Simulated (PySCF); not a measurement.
PySCF input (M06-2X/def2-TZVPD):

```python
from pyscf import gto, scf, dft

mol = gto.M(
    atom='''
    Si   -0.00574484   -0.01559598   -0.00312249
    O    -0.61353321   -1.31537049   -0.80850340
    O     1.61554427   -0.11041337   -0.32504356
    N    -0.48683578    1.56009452   -0.46530744
    N    -0.55840905   -0.20668458    1.59188191
    H    -0.03933416   -1.69289812   -1.47928320
    H     2.17121536    0.58611770    0.03179791
    H    -0.10665864    1.98334110   -1.29698885
    H    -1.43479285    1.86168836   -0.30339751
    H    -0.51161920    0.52842512    2.27562634
    H    -0.69775732   -1.11592896    1.99831452
    ''',
    basis='def2-tzvpd',
    charge=0,
    spin=0,
    verbose=4,
)

mf = dft.RKS(mol, xc='m062x').density_fit(auxbasis='def2-universal-jkfit')
mf.grids.level = 4
mf.conv_tol = 1e-9
mf.max_cycle = 100
mf.max_memory = 1500
mf.kernel()
if not mf.converged:
    mf = mf.newton()
    mf.kernel(mf.make_rdm1())
mf.analyze()
```

Output:

```
PySCF version 2.14.0

[INPUT] verbose = 4
[INPUT] num. atoms = 11
[INPUT] num. electrons = 50
[INPUT] charge = 0
[INPUT] spin (= nelec alpha-beta = 2S) = 0
[INPUT] symmetry False subgroup None
[INPUT] Mole.unit = angstrom
[INPUT] Symbol           X                Y                Z      unit          X                Y                Z       unit  Magmom
[INPUT]  1 Si    -0.005744840000  -0.015595980000  -0.003122490000 AA   -0.010856174229  -0.029472130844  -0.005900650927 Bohr   0.0
[INPUT]  2 O     -0.613533210000  -1.315370490000  -0.808503400000 AA   -1.159409735225  -2.485689978435  -1.527849996780 Bohr   0.0
[INPUT]  3 O      1.615544270000  -0.110413370000  -0.325043560000 AA    3.052936212410  -0.208651029790  -0.614243306954 Bohr   0.0
[INPUT]  4 N     -0.486835780000   1.560094520000  -0.465307440000 AA   -0.919986291839   2.948151371235  -0.879303625322 Bohr   0.0
[INPUT]  5 N     -0.558409050000  -0.206684580000   1.591881910000 AA   -1.055240169979  -0.390577250371   3.008220832550 Bohr   0.0
[INPUT]  6 H     -0.039334160000  -1.692898120000  -1.479283200000 AA   -0.074330789740  -3.199113803591  -2.795440108670 Bohr   0.0
[INPUT]  7 H      2.171215360000   0.586117700000   0.031797910000 AA    4.103002387849   1.107601929760   0.060089341234 Bohr   0.0
[INPUT]  8 H     -0.106658640000   1.983341100000  -1.296988850000 AA   -0.201555618419   3.747971490594  -2.450953713115 Bohr   0.0
[INPUT]  9 H     -1.434792850000   1.861688360000  -0.303397510000 AA   -2.711365531984   3.518081129691  -0.573338200775 Bohr   0.0
[INPUT] 10 H     -0.511619200000   0.528425120000   2.275626340000 AA   -0.966820168069   0.998578754140   4.300310544446 Bohr   0.0
[INPUT] 11 H     -0.697757320000  -1.115928960000   1.998314520000 AA   -1.318570236211  -2.108800108871   3.776267153542 Bohr   0.0

nuclear repulsion = 265.382399586047
number of shells = 99
number of NR pGTOs = 349
number of NR cGTOs = 251
basis = def2-tzvpd
ecp = {}

******** <class 'pyscf.df.df_jk.DFRKS'> ********
method = DFRKS
initial guess = minao
damping factor = 0
level_shift factor = 0
DIIS = <class 'pyscf.scf.diis.CDIIS'>
diis_start_cycle = 1
diis_space = 8
diis_damp = 0
SCF conv_tol = 1e-09
SCF conv_tol_grad = None
SCF max_cycles = 100
direct_scf = False
XC library pyscf.dft.libxc version 7.1.2
    S. Lehtola, C. Steigemann, M. J. T. Oliveira, and M. A. L. Marques,  SoftwareX 7, 1–5 (2018)
XC functionals = m062x
    Y. Zhao and D. G. Truhlar,  Theor. Chem. Acc. 120, 215 (2008)
    Y. Zhao and D. G. Truhlar,  Theor. Chem. Acc. 120, 215 (2008)
radial grids:
    Treutler-Ahlrichs [JCP 102, 346 (1995); DOI:10.1063/1.469408] (M4) radial grids

becke partition: Becke, JCP 88, 2547 (1988); DOI:10.1063/1.454033
pruning grids: <function nwchem_prune>
grids dens level: 4
symmetrized grids: False
atomic radii adjust function: <function treutler_atomic_radii_adjust>
small_rho_cutoff = 0
Set gradient conv threshold to 3.16228e-05
Initial guess from minao.
tot grids = 235440
******** <class 'pyscf.df.df.DF'> ********
[...]
cycle= 10 E= -553.256265831812  delta_E= -8.59e-10  |g|= 8.33e-06  |ddm|= 7.9e-05
  HOMO = -0.329103689069178  LUMO = -0.00195665256911059  gap/eV = 8.90212
Extra cycle  E= -553.256265831826  delta_E= -1.34e-11  |g|= 6.86e-06  |ddm|= 1.93e-05
converged SCF energy = -553.256265831826
**** SCF Summaries ****
Total Energy =                        -553.256265831825658
Nuclear Repulsion Energy =             265.382399586047086
One-electron Energy =                -1290.382577663125630
Two-electron Energy =                  471.743912245252886
Two-electron Coulomb Energy =          526.052192958489286
DFT Exchange-Correlation Energy =      -54.308280713236428
HOMO-LUMO gap [eV] =                     8.902124295502361
**** MO energy ****
MO #1   energy= -67.0355741559567  occ= 2
MO #2   energy= -19.6163525304586  occ= 2
MO #3   energy= -19.611073131597   occ= 2
MO #4   energy= -14.71889363341    occ= 2
MO #5   energy= -14.7163547977034  occ= 2
MO #6   energy= -5.5662811863845   occ= 2
MO #7   energy= -3.87888456425203  occ= 2
MO #8   energy= -3.87816632551888  occ= 2
MO #9   energy= -3.87785209946189  occ= 2
MO #10  energy= -1.12879968311616  occ= 2
MO #11  energy= -1.10205671399856  occ= 2
MO #12  energy= -0.956691513334829 occ= 2
MO #13  energy= -0.934076699058842 occ= 2
MO #14  energy= -0.639869475278658 occ= 2
MO #15  energy= -0.592541703938382 occ= 2
MO #16  energy= -0.571549275274952 occ= 2
MO #17  energy= -0.55365440619481  occ= 2
MO #18  energy= -0.527866522365573 occ= 2
MO #19  energy= -0.488775913430809 occ= 2
MO #20  energy= -0.447819774803184 occ= 2
MO #21  energy= -0.435427138765232 occ= 2
MO #22  energy= -0.411085490620438 occ= 2
MO #23  energy= -0.404156231944514 occ= 2
MO #24  energy= -0.337531228347652 occ= 2
MO #25  energy= -0.329103689069178 occ= 2
MO #26  energy= -0.00195665256911059 occ= 0
MO #27  energy= 0.0344211800344196 occ= 0
MO #28  energy= 0.0380592601016102 occ= 0
MO #29  energy= 0.0424545898972124 occ= 0
MO #30  energy= 0.0705165061131659 occ= 0
MO #31  energy= 0.0746581021301363 occ= 0
MO #32  energy= 0.0779982658235577 occ= 0
MO #33  energy= 0.0879686453355834 occ= 0
MO #34  energy= 0.100630209688558  occ= 0
MO #35  energy= 0.117182483164003  occ= 0
MO #36  energy= 0.121216032425695  occ= 0
MO #37  energy= 0.130682599673377  occ= 0
MO #38  energy= 0.134745756135422  occ= 0
MO #39  energy= 0.146580211026923  occ= 0
MO #40  energy= 0.152673231097742  occ= 0
MO #41  energy= 0.157855482756699  occ= 0
MO #42  energy= 0.1669868783254    occ= 0
MO #43  energy= 0.176118771090473  occ= 0
MO #44  energy= 0.179880278303698  occ= 0
MO #45  energy= 0.203505794446597  occ= 0
MO #46  energy= 0.215134573041474  occ= 0
MO #47  energy= 0.220909038994706  occ= 0
MO #48  energy= 0.228722454465688  occ= 0
MO #49  energy= 0.25669863801462   occ= 0
MO #50  energy= 0.262489775161227  occ= 0
MO #51  energy= 0.264893212362913  occ= 0
MO #52  energy= 0.270423384961979  occ= 0
MO #53  energy= 0.275136136646423  occ= 0
MO #54  energy= 0.283437579063313  occ= 0
MO #55  energy= 0.285238375766893  occ= 0
MO #56  energy= 0.287790837733457  occ= 0
MO #57  energy= 0.289675321589821  occ= 0
MO #58  energy= 0.297057961375825  occ= 0
MO #59  energy= 0.305431681064743  occ= 0
MO #60  energy= 0.310667251461163  occ= 0
MO #61  energy= 0.325557859317859  occ= 0
MO #62  energy= 0.327500668782494  occ= 0
MO #63  energy= 0.334812336276981  occ= 0
MO #64  energy= 0.339965149118981  occ= 0
MO #65  energy= 0.345974989917269  occ= 0
MO #66  energy= 0.360976063700951  occ= 0
MO #67  energy= 0.370305466526939  occ= 0
MO #68  energy= 0.382921872636226  occ= 0
MO #69  energy= 0.390417589394781  occ= 0
MO #70  energy= 0.398322844517901  occ= 0
MO #71  energy= 0.409522166013372  occ= 0
MO #72  energy= 0.424827107983323  occ= 0
MO #73  energy= 0.429447739046901  occ= 0
MO #74  energy= 0.440428438058819  occ= 0
MO #75  energy= 0.455944025325302  occ= 0
MO #76  energy= 0.459862305166922  occ= 0
MO #77  energy= 0.467919430337439  occ= 0
MO #78  energy= 0.491760591362683  occ= 0
MO #79  energy= 0.519776197626539  occ= 0
MO #80  energy= 0.524114466656922  occ= 0
MO #81  energy= 0.531072850590674  occ= 0
MO #82  energy= 0.551923798924472  occ= 0
MO #83  energy= 0.554524498028004  occ= 0
MO #84  energy= 0.568107646345414  occ= 0
MO #85  energy= 0.584932995193241  occ= 0
MO #86  energy= 0.593459642864877  occ= 0
MO #87  energy= 0.62420573177496   occ= 0
MO #88  energy= 0.637690152644189  occ= 0
MO #89  energy= 0.642895710717248  occ= 0
MO #90  energy= 0.65738395338756   occ= 0
MO #91  energy= 0.663466552678304  occ= 0
MO #92  energy= 0.673150507383385  occ= 0
MO #93  energy= 0.685639186202716  occ= 0
MO #94  energy= 0.701319207761285  occ= 0
MO #95  energy= 0.714500579131854  occ= 0
MO #96  energy= 0.728819430190059  occ= 0
MO #97  energy= 0.750273728686274  occ= 0
MO #98  energy= 0.75848817096415   occ= 0
MO #99  energy= 0.766484842498954  occ= 0
MO #100 energy= 0.779723278013269  occ= 0
MO #101 energy= 0.796083743788311  occ= 0
MO #102 energy= 0.811385481514085  occ= 0
MO #103 energy= 0.822412299231554  occ= 0
MO #104 energy= 0.85292418008482   occ= 0
MO #105 energy= 0.85522542611778   occ= 0
MO #106 energy= 0.881412539696168  occ= 0
MO #107 energy= 0.902463930925241  occ= 0
[...]
```
